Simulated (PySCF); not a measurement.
Si(SH)4 (H₄S₄Si), SMILES S[Si](S)(S)S. The structure is a stationary point at r2SCAN-D4/def2-SVP. One conformer was computed; it need not be the lowest.

Computed equilibrium geometry at r2SCAN-D4/def2-SVP (PySCF confirms it by a frequency run) as Cartesian coordinates in Å, and its point group (one conformer of several):
point group S4.
```xyz
9

S      1.1279    -1.4411    -1.1149
Si     0.0000     0.0000     0.0000
S     -1.4411    -1.1279     1.1149
S      1.4411     1.1279     1.1149
S     -1.1279     1.4411    -1.1149
H      0.0357    -2.1211    -1.5369
H     -2.1211    -0.0357     1.5369
H      2.1211     0.0357     1.5369
H     -0.0357     2.1211    -1.5369
```
